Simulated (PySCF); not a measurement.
Two-component Hartree-Fock for Zn+ (zinc, charge +1)

Start: [Ar] 3d9 4s2; 3d3/2 filled at m_j = -3/2, -1/2, +1/2, +3/2; 3d5/2 filled at m_j = -3/2, -1/2, +1/2, +3/2, +5/2. Calculated with PySCF 2.14 in x2c-SVPall-2c with one added diffuse shell each of s, d type (6s5p4d1f, 48 functions): generalised Hartree-Fock with the X2C-1e Hamiltonian and a Gaussian nucleus; one run each with spin-orbit coupling (SO) switched off, then screened by Boettger's factors. This is a chosen level, not necessarily the ground level.

```csv
spinor shell,electrons,"ε, spin-free (eV)","ε, screened SO (eV)",weight of nominal j (screened SO),"rms radius, screened SO (bohr)"
1s1/2,2,-9746.8,-9746.7,1.000,0.0581
2s1/2,2,-1253.4,-1253.4,1.000,0.244
2p1/2,2,-1085.2,-1101.9,0.999,0.217
2p3/2,4,-1085.2,-1077.0,1.000,0.220
3s1/2,2,-176.36,-176.35,1.000,0.730
3p1/2,2,-123.60,-127.04,0.953,0.769
3p3/2,4,-123.60,-121.89,0.976,0.776
3d3/2,4,-39.330,-40.040,0.826,0.925
3d5/2,5,-39.330,-38.771,0.860,0.935
4s1/2,2,-18.529,-18.528,1.000,2.59
```

```
   quantity    spin-free  screened SO
E (hartree)  -1793.39625  -1793.44111
        M_J          5/2          5/2
       ⟨J²⟩        8.755        8.755
       ⟨L²⟩        6.004        6.005
       ⟨S²⟩        0.751        0.752
```

Each row is a mean over spinors that exchange with the open shell spreads, by up to 7.911 eV (3p3/2).

Rows whose weight is well below 1 are mixtures of j = l ± 1/2: exchange outweighs spin-orbit coupling there, and the label is only the starting occupation.

Without spin-orbit coupling the j labels of p, d and f shells carry no meaning; the spin-free column gives the mean over the occupied spinors of each nl shell.
